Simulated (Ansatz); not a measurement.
Ligand-field states of FeMe2 (C₂H₆Fe) at its PBE0-D4/def2-TZVP geometry (relaxed as a quintet).

```xyz
9

Fe    0.084   -0.023   -0.074
C    -1.362   -0.385   -1.448
H    -2.307   -0.664   -0.968
H    -1.095   -1.204   -2.127
H    -1.567    0.493   -2.072
C     1.370    0.383    1.442
H     1.509    1.463    1.577
H     2.363   -0.048    1.274
H     1.005   -0.015    2.396
```

CASSCF(6,5) on the Fe 3d shell in def2-TZVP, averaged with equal weights over 5 quintets and 12 triplets and 6 singlets, then SC-NEVPT2; Ansatz, no spin–orbit coupling. The space holds no ligand orbitals and no second d shell, so covalent complexes are described poorly.

(1) Estimate the states' energies above the lowest.

Answers

(1) 
| state | CASSCF (cm⁻¹) | NEVPT2 (cm⁻¹) |
| --- | --- | --- |
| quintet 1 | 0 | 0 |
| quintet 2 | 30 | 36 |
| quintet 3 | 4276 | 3942 |
| quintet 4 | 4339 | 4030 |
| quintet 5 | 5572 | 4889 |
| triplet 1 | 21335 | 19438 |
| triplet 2 | 21361 | 19481 |
| triplet 3 | 21779 | 20021 |
| triplet 4 | 21800 | 20421 |
| triplet 5 | 21822 | 20425 |
| triplet 6 | 21866 | 20371 |
| triplet 7 | 21885 | 20399 |
| triplet 8 | 23470 | 22176 |
| triplet 9 | 23470 | 22176 |
| triplet 10 | 24916 | 21514 |
| triplet 11 | 25206 | 23879 |
| triplet 12 | 25206 | 23879 |
| singlet 1 | 31781 | 29566 |
| singlet 2 | 31965 | 29923 |
| singlet 3 | 31970 | 29925 |
| singlet 4 | 32472 | 30652 |
| singlet 5 | 32495 | 30678 |
| singlet 6 | 33157 | 31146 |
The lowest NEVPT2 state is a quintet. Run time 48 s (2 threads of Arm Neoverse V1 on a shared host).
